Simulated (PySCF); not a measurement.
Orbital picture of CsSe

UHF at R = 3.216 Å; basis Cs def2-TZVPP with ECP46, Se def2-TZVPP; scalar-relativistic core potentials; PySCF 2.14. State: ²Π (doublet), unpaired electrons π ↑. Only the outer orbitals are listed, counted within each symmetry, core potentials removing the inner ones.

```tsv
spin	orbital	occ.	ε (eV)	on Cs (%)	main shells (%)
α	7σ	1	-35.71	100	100 Cs s
α	8σ	1	-21.14	8	91 Se s
α	4π	1	-18.50	100	100 Cs p
α	4π	1	-18.47	100	100 Cs p
α	9σ	1	-18.15	92	92 Cs p
α	5π	1	-8.66	2	98 Se p
α	10σ	1	-7.20	5	95 Se p
α	5π	1	-7.03	3	96 Se p
α	11σ	0	-0.23	100	75 Cs s, 24 Cs p
α	6π	0	0.51	100	75 Cs p, 25 Cs d
α	6π	0	0.54	100	73 Cs p, 27 Cs d
β	7σ	1	-35.71	100	100 Cs s
β	8σ	1	-19.19	48	51 Se s, 48 Cs p
β	4π	1	-18.49	100	100 Cs p
β	4π	1	-18.47	100	100 Cs p
β	9σ	1	-17.60	53	52 Cs p, 47 Se s
β	10σ	1	-6.72	6	94 Se p
β	5π	1	-6.52	4	96 Se p
β	11σ	0	-0.23	100	74 Cs s, 25 Cs p
β	5π	0	0.51	100	79 Cs p, 21 Cs d
β	6π	0	0.54	100	73 Cs p, 27 Cs d
```

Q: Which are the highest filled and the lowest empty level, where do they sit, and how wide is the gap?

A: Highest filled β 5π at -6.52 eV (in %: 96 Se p); lowest empty α 11σ at -0.23 eV (in %: 75 Cs s, 24 Cs p); the gap at UHF is 6.29 eV.

| Quantity | Value |
| --- | --- |
| bond order (Mayer) | 0.38 |
| ⟨S²⟩ | 0.760 |
| charge on Cs (Mulliken, basis-dependent) | 0.78 |
| charge on Cs (Löwdin, basis-dependent) | 0.49 |
| dipole moment (positive dipole means Cs(−)Se(+)) | -11.74 D |
| polarisability along the bond | 79.2 bohr³ |
| polarisability across the bond | 48.0 bohr³ |

Spin–orbit coupling is left out. The state was picked by a PBE0 search and need not be the measured ground state.
